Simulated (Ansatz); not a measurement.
Geometry optimisation, Ansatz 0.2.0, RHF/6-31G*.

Input:

```yaml
crystal:
  periodic: [false, false, false]
  atoms:
    - { symbol: B, position_ang: [0.074684, 0.560676, -0.427145] }
    - { symbol: H, position_ang: [0.08162, -0.164677, 1.862533] }
    - { symbol: "N", position_ang: [1.3203, 0.097577, -0.810188] }
    - { symbol: H, position_ang: [1.455753, -0.842391, -1.112571] }
    - { symbol: H, position_ang: [2.137956, 0.662385, -0.808896] }
    - { symbol: F, position_ang: [-0.998654, -0.192738, -0.482699] }
    - { symbol: Cl, position_ang: [-0.139616, 2.28648, 0.134401] }
    - { symbol: H, position_ang: [0.007958, 0.515989, 2.009265] }
basis:
  gaussian: { orbitals: "6-31G*" }
hamiltonian:
  xc: hf
relax:
  f_tol: 0.03
  max_steps: 50
```

Run as:

```bash
$ ansatz run input.yaml --threads 1 --pin off --max-ram 2048MiB --backend cpu --events-out ev --progress --plain --runs-dir out
```

Question: Where does it end, and by what steps?

Answer: The run converged. The force dipped under the threshold on the way, but the program's further checks kept it going. After 16 steps the energy has fallen by 0.282 eV; H2 moved furthest, 1.17 Å.

```json
{"step": "0", "energy less start (eV)": "0.0000", "largest force component (eV/Å)": "1.272", "accepted": "yes"}
{"step": "1", "energy less start (eV)": "-0.1791", "largest force component (eV/Å)": "0.514", "accepted": "yes"}
{"step": "2", "energy less start (eV)": "-0.2321", "largest force component (eV/Å)": "0.460", "accepted": "yes"}
{"step": "3", "energy less start (eV)": "-0.2595", "largest force component (eV/Å)": "0.282", "accepted": "yes"}
{"step": "4", "energy less start (eV)": "-0.2707", "largest force component (eV/Å)": "0.128", "accepted": "yes"}
{"step": "5", "energy less start (eV)": "-0.2767", "largest force component (eV/Å)": "0.073", "accepted": "yes"}
{"step": "6", "energy less start (eV)": "-0.2790", "largest force component (eV/Å)": "0.127", "accepted": "yes"}
{"step": "7", "energy less start (eV)": "-0.2802", "largest force component (eV/Å)": "0.148", "accepted": "yes"}
{"step": "8", "energy less start (eV)": "-0.2812", "largest force component (eV/Å)": "0.073", "accepted": "yes"}
{"step": "9", "energy less start (eV)": "-0.2816", "largest force component (eV/Å)": "0.033", "accepted": "yes"}
{"step": "10", "energy less start (eV)": "-0.2816", "largest force component (eV/Å)": "0.057", "accepted": "no"}
{"step": "11", "energy less start (eV)": "-0.2818", "largest force component (eV/Å)": "0.015", "accepted": "yes"}
{"step": "12", "energy less start (eV)": "-0.2818", "largest force component (eV/Å)": "0.021", "accepted": "yes"}
{"step": "13", "energy less start (eV)": "-0.2819", "largest force component (eV/Å)": "0.026", "accepted": "yes"}
{"step": "14", "energy less start (eV)": "-0.2819", "largest force component (eV/Å)": "0.057", "accepted": "yes"}
{"step": "15", "energy less start (eV)": "-0.2820", "largest force component (eV/Å)": "0.030", "accepted": "yes"}
{"step": "16", "energy less start (eV)": "-0.2821", "largest force component (eV/Å)": "0.021", "accepted": "yes"}
```

```xyz
8
Properties=species:S:1:pos:R:3
B 0.096 0.724 -0.860
H -0.012 -0.529 2.967
N 1.353 0.182 -1.074
H 1.479 -0.790 -1.252
H 2.190 0.718 -1.060
F -0.981 -0.033 -0.890
Cl -0.114 2.460 -0.542
H -0.071 0.191 3.077
```

Whether the end is a true minimum wasn't checked by a vibrational analysis.

The run took 22 s on 1 thread of Arm Neoverse V2 (shared host), peak memory 0.15 GiB.
